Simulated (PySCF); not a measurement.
Compound: C7H10S2.
Numbering: `[CH:1]#[C:2][C@H:3]([S:4][S:5][CH3:6])[CH:7]1[CH2:8][CH2:9]1` (hydrogens: H10 on C1; H11 on C3; H12, H13, H14 on C6; H15 on C7; H16, H17 on C8; H18, H19 on C9)

Computed geometry: GFN2-xTB, gas phase.

(1) List the bond lengths, angles and torsions at this level.

Answers

(1) 
| bond | length (bohr) |
| --- | --- |
| C1≡C2 | 2.264 |
| C2–C3 | 2.721 |
| C3–S4 | 3.553 |
| S4–S5 | 3.818 |
| S5–C6 | 3.449 |
| C3–C7 | 2.844 |
| C7–C8 | 2.832 |
| C8–C9 | 2.828 |
| C7–C9 | 2.837 |
| C1–H10 | 1.983 |
| C3–H11 | 2.066 |
| C6–H12, C6–H13, C6–H14 | 2.050 |
| C7–H15 | 2.047 |
| C8–H16 | 2.038 |
| C8–H17 | 2.040 |
| C9–H18 | 2.040 |
| C9–H19 | 2.039 |

Bonds in one row agree within 0.02 bohr and their mean is given. A selection of angles:
| angle | degrees |
| --- | --- |
| C1–C2–C3 | 177.1 |
| C2–C3–S4 | 109.2 |
| C2–C3–C7 | 112.2 |
| S4–C3–C7 | 108.3 |
| C3–S4–S5 | 102.4 |
| S4–S5–C6 | 102.7 |
| C3–C7–C8 | 119.3 |
| C3–C7–C9 | 119.1 |
| C8–C7–C9 | 59.9 |
| C7–C8–C9 | 60.1 |
| C7–C9–C8 | 60.0 |

Dihedral angles: C2–C3–S4–S5 75° (synclinal); C3–S4–S5–C6 -92° (anticlinal); C2–C3–C7–C8 -162° (antiperiplanar); C3–C7–C8–C9 109° (anticlinal); C3–C7–C9–C8 -109° (anticlinal).

The 3-membered ring C7–C8–C9 has internal angles of 59.9° to 60.1°. The C–C distances run from 1.198 Å (C1≡C2, drawn triple) to 1.505 Å (C3–C7, drawn single), a spread of 0.307 Å. Of the pairs four or more bonds apart, C1···H13 is among the closest relative to their van der Waals radii: 2.76 Å, 95 % of the sum of Bondi's values. S5 (disulfide sulfur) is bent (angle 102.7°). The C–S distances run from 1.825 Å (S5–C6, drawn single) to 1.880 Å (C3–S4, drawn single), a spread of 0.055 Å.

Point group: C1 (no symmetry element, even within 0.4 Å). Whether it is a minimum is left open (no frequencies). The numbers are those of one conformer.
